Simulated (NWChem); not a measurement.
System: CH5NO2Si; SMILES [SiH]1(OCO1)N

NWChem printed, in part:

```
             Northwest Computational Chemistry Package (NWChem) 7.3.0
             --------------------------------------------------------

                             Geometry "geometry" -> ""
                             -------------------------

 Output coordinates in angstroms (scale by  1.889725989 to convert to a.u.)

  No.       Tag          Charge          X              Y              Z
 ---- ---------------- ---------- -------------- -------------- --------------
    1 N                    7.0000     0.05454800    -1.92379400     0.45642000
    2 Si                  14.0000     0.06449700    -0.45921600    -0.41245600
    3 O                    8.0000     1.09261500     0.79874900     0.13291700
    4 C                    6.0000    -0.06907500     1.61927900     0.30501200
    5 O                    8.0000    -1.12664600     0.71306400    -0.03434100
    6 H                    1.0000    -0.02906400    -1.98579900     1.47218700
    7 H                    1.0000     0.12470600    -2.83375800     0.00023500
    8 H                    1.0000     0.19126600    -0.84409600    -1.85193800
    9 H                    1.0000    -0.05139100     2.49614200    -0.38552700
   10 H                    1.0000    -0.16281500     1.97459700     1.35936000

 Effective nuclear repulsion energy (a.u.)     249.2492674230

                                 NWChem DFT Module
                                 -----------------

 Summary of "ao basis" -> "ao basis" (spherical)
 ------------------------------------------------------------------------------
       Tag                 Description            Shells   Functions and Types
 ---------------- ------------------------------  ------  ---------------------
 N                          def2-svp                 6       14   3s2p1d
 Si                         def2-svp                 8       18   4s3p1d
 O                          def2-svp                 6       14   3s2p1d
 C                          def2-svp                 6       14   3s2p1d
 H                          def2-svp                 3        5   2s1p

 in cosmo_initialize ...
 calling solv_data for solv:chcl3

 solvent parameters
 solvname_short: chcl3
 solvname_long:  chloroform
 dielec:        4.7113
 dielecinf:     2.0906
 nonaqueous SMD model solvent descriptors
 dielec:        4.7113
 sola:          0.1500
 solb:          0.0200
 solc:          0.0000
 solg:         38.3900
 solh:          0.7500
 soln:          1.4459

[...]

                                COSMO-SMD solvation results
                                ---------------------------

             internal energy in gas <Psi(g)|H|Psi(g)> =      -535.486458383057
         internal energy in solvent <Psi(s)|H|Psi(s)> =      -535.485763790492
                               delta internal energy  =         0.000694592565 (    0.44 kcal/mol)
   total free energy in solvent <Psi(s)|H+V/2|Psi(s)> =      -535.495728370397
 polarization energy contribution <Psi(s)|V/2|Psi(s)> =        -0.009964579906 (   -6.25 kcal/mol)
    total free energy in solvent including G(SMD-CDS) =      -535.494453054393
                       G(SMD-CDS) energy contribution =         0.001275316004 (    0.80 kcal/mol)
     1 M fixed-concentration free energy of solvation =        -0.007994671337 (   -5.02 kcal/mol)

                       DFT Final Molecular Orbital Analysis
                       ------------------------------------

 Vector   22  Occ=2.000000D+00  E=-3.876703D-01
              MO Center= -1.1D-02,  6.3D-01,  3.5D-02, r^2= 2.4D+00
   Bfn.  Coefficient  Atom+Function         Bfn.  Coefficient  Atom+Function
  ----- ------------  ---------------      ----- ------------  ---------------
    36      0.393149   3 O  px               64      0.382939   5 O  px
    39      0.300186   3 O  px               67      0.289938   5 O  px
    66      0.165569   5 O  pz               37      0.147126   3 O  py
    50     -0.141453   4 C  px               69      0.137266   5 O  pz
     4      0.128739   1 N  px               22     -0.126592   2 Si px

 Vector   23  Occ=2.000000D+00  E=-3.413318D-01
              MO Center=  5.5D-02, -1.6D+00,  3.5D-01, r^2= 1.8D+00
   Bfn.  Coefficient  Atom+Function         Bfn.  Coefficient  Atom+Function
  ----- ------------  ---------------      ----- ------------  ---------------
     4      0.530185   1 N  px                7     -0.452309   1 N  px
    25     -0.131438   2 Si px               37     -0.118098   3 O  py
    65      0.108894   5 O  py               40     -0.089698   3 O  py
    28      0.088442   2 Si d -2             68      0.082940   5 O  py
    36     -0.078446   3 O  px               64     -0.076681   5 O  px

 Vector   24  Occ=2.000000D+00  E=-3.394977D-01
              MO Center= -2.5D-02,  9.3D-01,  3.0D-02, r^2= 3.0D+00
   Bfn.  Coefficient  Atom+Function         Bfn.  Coefficient  Atom+Function
  ----- ------------  ---------------      ----- ------------  ---------------
    38      0.328557   3 O  pz               66      0.329221   5 O  pz
    95     -0.254749  10 H  s                41      0.247008   3 O  pz
    69      0.247287   5 O  pz               90      0.241813   9 H  s
    52     -0.234026   4 C  pz               86      0.199389   8 H  s
    85      0.157169   8 H  s                96     -0.149464  10 H  s

 Vector   25  Occ=0.000000D+00  E= 8.075620D-02
              MO Center=  6.0D-02, -3.9D-01, -4.5D-01, r^2= 3.7D+00
   Bfn.  Coefficient  Atom+Function         Bfn.  Coefficient  Atom+Function
  ----- ------------  ---------------      ----- ------------  ---------------
    25      0.990675   2 Si px               63      0.553786   5 O  s
    35     -0.549462   3 O  s                53      0.347828   4 C  px
     7     -0.322513   1 N  px               22      0.271443   2 Si px
     4      0.216475   1 N  px               50      0.216177   4 C  px
    19     -0.148844   2 Si px               62      0.105789   5 O  s

[...]
```

Level: M06-2X/def2-SVP, SMD on the gas-phase geometry. All runs use the structure optimised with PBE-D3(BJ)/def2-SVP. Solvent: chloroform.

**Question.** Reconstruct the input file.

**Answer.** This is not unique; one that fits is the input that was run:
```
start job
memory heap 200 mb stack 900 mb global 1100 mb
geometry units angstroms noautosym nocenter noautoz
  N      0.054548    -1.923794     0.456420
  Si     0.064497    -0.459216    -0.412456
  O      1.092615     0.798749     0.132917
  C     -0.069075     1.619279     0.305012
  O     -1.126646     0.713064    -0.034341
  H     -0.029064    -1.985799     1.472187
  H      0.124706    -2.833758     0.000235
  H      0.191266    -0.844096    -1.851938
  H     -0.051391     2.496142    -0.385527
  H     -0.162815     1.974597     1.359360
end
basis spherical
  N library def2-svp
  Si library def2-svp
  O library def2-svp
  C library def2-svp
  H library def2-svp
end
dft
  xc m06-2x
  iterations 150
end
cosmo
  do_cosmo_smd true
  solvent chcl3
end
task dft energy
```
